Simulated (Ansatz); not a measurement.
A made-up structure of BH3SeO, singlet:

```xyz
6
angstrom
B -0.1923 0.0141 0.5006
O -0.7403 0.4289 -0.6549
Se 1.4830 -0.7004 0.4855
H -0.2654 0.3552 -1.4975
H -1.6326 0.8018 -0.5801
H 1.4429 -0.9691 1.9298
```

It is relaxed with PBE-D4/def2-SVP and then PBE0-D4/def2-TZVP (Ansatz 0.2.0). Atoms count as bonded within 1.22 times the sum of their covalent radii (H–H: 0.88 Å). The end point is not checked to be a true minimum.

(1) Does its bonding change? (Judge from chemistry; the calculation decides.)

## Answers

(1) The calculation gives: No: no bond forms or breaks.

Where it ends: The first stage lowers the energy by 0.97 eV in 13 steps. It ends as BH₃SeO ([OH2][B][SeH]):
B1  (-0.353, 0.063, 0.811)
O2  (-0.680, 0.621, -0.711)
Se3  (1.492, -0.623, 0.512)
H4  (-0.315, 0.264, -1.544)
H5  (-1.635, 0.732, -0.769)
H6  (1.587, -1.127, 1.883)
(Å)

Labels in which every atom is bracketed show which atoms are joined, not bond orders.

For scale, one of the runs: PBE0-D4/def2-TZVP relaxation, 128 basis functions, launched by `ansatz run in.yaml --threads 2 --pin off --events-out ev --progress --plain --max-ram 4352MiB`. The run took about 24 s on 2 CPU threads of an Arm Neoverse V2 (shared host).
